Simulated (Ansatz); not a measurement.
```yaml
crystal:
  periodic: [false, false, false]
  atoms:
    - {symbol: B, position_ang: [-0.894737, 0.347206, -0.282066]}
    - {symbol: S, position_ang: [0.188943, 0.714938, -0.671359]}
    - {symbol: Si, position_ang: [0.688068, -0.264979, 0.233185]}
    - {symbol: Se, position_ang: [-0.809426, -0.612990, 0.453511]}
    - {symbol: H, position_ang: [-1.389739, 0.647670, -0.602878]}
    - {symbol: H, position_ang: [1.029251, 0.083512, 0.913469]}
    - {symbol: H, position_ang: [1.259142, -0.840016, -0.220064]}
basis:
  gaussian: {orbitals: cc-pVTZ}
hamiltonian: {xc: {name: SPW92}}
scf: {lower_state_search: full}
```

```sh
$ ansatz run in.yaml --threads 2 --pin off --events-out ev --progress --plain --max-ram 4352MiB
```

Shortened log:

```
Functional definition: SPW92
1315 factors; their error is unknown
mean field evaluation 1: about -84506.4345 eV, gradient 1.3e2 eV
mean field evaluation 2: about -84401.4948 eV, gradient 2.4e2 eV
mean field evaluation 4: about -84539.9952 eV, gradient 2.7e1 eV
mean field evaluation 8: about -84541.7458 eV, gradient 2.0e-1 eV
mean field evaluation 16: about -84541.6864 eV, gradient 1.9e-4 eV
mean field -84541.68638153 eV, -3106.8496701082 hartree, gradient 4.6e-5 eV, S^2 0.000000; 0 other end points of the search recorded, 0 dependent functions left out
reference -84541.68641079 eV, -3106.8496711832 hartree; 36, 36 occupied and 147, 147 virtual orbitals, 1315 factors
Total energy: -84541.68641079 eV, -3106.8496711832 hartree
```

(1) What is wrong with this run?

Results:

(1) The geometry is squeezed to about two thirds of its size. The calculation finished and met its thresholds. The result belongs to that input, not to the molecule as meant.
